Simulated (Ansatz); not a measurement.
Species: [B(Cl)3(NH3)] (charge 0, multiplicity 1).

Give a relaxed geometry from Ansatz (an electronic-structure program) with B3LYP-D3(BJ)/def2-SVP.

the end point of this relaxation.
Z-matrix (Å, degrees):
```
B
N 1 1.6287
H 2 1.0249 1 110.04
H 2 1.0249 3 108.89 1 120.70
H 2 1.0249 3 108.89 4 118.60
Cl 1 1.8388 2 104.60 3 59.59
Cl 1 1.8388 2 104.60 3 179.59
Cl 1 1.8388 2 104.59 3 -60.41
```
